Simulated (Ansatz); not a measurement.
Mulliken charges of BFH$_{3}$NTe, SMILES `NB(F)[TeH]` from B3LYP/def2-TZVPP in Ansatz (PBE0-D4/def2-TZVP geometry).

| atom | x (Å) | y (Å) | z (Å) | charge (e) |
| --- | --- | --- | --- | --- |
| N1 | 0.093 | 0.727 | 0.701 | -0.257 |
| B2 | 0.086 | -0.611 | 0.325 | 0.215 |
| F3 | 0.271 | -1.556 | 1.252 | -0.251 |
| Te4 | -0.212 | -1.324 | -1.714 | 0.026 |
| H5 | -0.040 | 1.485 | 0.058 | 0.164 |
| H6 | 0.235 | 1.003 | 1.659 | 0.163 |
| H7 | -0.371 | 0.208 | -2.326 | -0.059 |

Problem. By hand: the dipole of these point charges (1 e Å = 4.8032 D).

Solution. Σ q r = (-0.025, 0.433, -0.052) e Å, of length 0.437 e Å = 2.10 D.

Problem. How does the dipole of the full density compare? (Best estimate.)

Solution. Ansatz gave: (-0.005, 0.529, 0.102) e Å, 2.59 D; the point charges give 0.81 times that, at 18° from its direction.

Point charges leave out the atoms' own dipoles, such as those of lone pairs, and Mulliken's split depends on the basis, so the two needn't agree.

B3LYP here is the variant with VWN-RPA as its local correlation; programs differ in this.
